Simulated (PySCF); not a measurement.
Electron correlation in Ar+ (argon, charge +1)

[Ne] 3s2 3p5, 2P determinant. Calculation: PySCF 2.14, in cc-pVTZ-DK; scalar relativity by spin-free X2C-1e. Frozen: [Ne]; 7 electrons correlated.

MP2 pair energies summed by pair of shells (mhartree):

```csv
pair,energy,share (%)
3p-3p,-104.17,63.0
3s-3p,-51.95,31.4
3s-3s,-9.29,5.6
```

Total MP2 correlation energy: -165.41 mhartree.

Same-spin part -38.20 and opposite-spin part -127.21 mhartree; SCS-MP2 scales them by 1/3 and 6/5 to -165.38 mhartree.

```json
{"level": "CCSD", "correlation energy (mhartree)": "-189.32"}
{"level": "(T)", "correlation energy (mhartree)": "-5.00"}
{"level": "CCSD(T)", "correlation energy (mhartree)": "-194.32"}
```

Diagnostics: T1 = 0.0061, D1 = 0.0207, largest double amplitude 0.052.

Question: Is a single reference adequate?

Answer: Yes: T1 lies below 0.03 and no double amplitude reaches 0.07.
